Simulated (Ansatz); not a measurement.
Start from `[OH][Ga]([Cl])[O][SiH3]` and change one atom or group to get `B[O][Ga]([Cl])[O][SiH3]`.

Ansatz, PBE0-D4/def2-TZVP geometries, multiplicity 1. Each molecule was computed in one conformer, which needn't be the lowest.

Scalar relativity is left out up to krypton.

```
                                          property  `[OH][Ga]([Cl])[O][SiH3]`
               LUMO energy (B3LYP/def2-TZVPP) / eV                      -1.75
               HOMO energy (B3LYP/def2-TZVPP) / eV                      -8.68
             LUMO energy (ωB97M-V/def2-TZVPP) / eV                       0.42
              HOMO–LUMO gap (PBE0/def2-TZVPP) / eV                       7.48
             HOMO–LUMO gap (B3LYP/def2-TZVPP) / eV                       6.92
size of the dipole moment (ωB97M-V/def2-TZVPP) / D                       1.47
```

Q: What does the change do to each property? (Estimate.)

A: Computed: 
| property | `B[O][Ga]([Cl])[O][SiH3]` | shift |
| --- | --- | --- |
| LUMO energy (B3LYP/def2-TZVPP) / eV | -1.95 | -0.20 |
| HOMO energy (B3LYP/def2-TZVPP) / eV | -8.17 | 0.51 |
| LUMO energy (ωB97M-V/def2-TZVPP) / eV | 0.21 | -0.21 |
| HOMO–LUMO gap (PBE0/def2-TZVPP) / eV | 6.73 | -0.75 |
| HOMO–LUMO gap (B3LYP/def2-TZVPP) / eV | 6.22 | -0.70 |
| size of the dipole moment (ωB97M-V/def2-TZVPP) / D | 0.59 | -0.88 |

With PBE0 the HOMO rises by 0.53 eV and the LUMO falls by 0.22 eV, so the gap narrows by about 0.75 eV. PBE moves the HOMO by 0.49 eV and ωB97M-V by 0.53 eV. Dipoles are sizes alone; their direction can turn.

B3LYP here is the variant with VWN-RPA as its local correlation; programs differ in this.
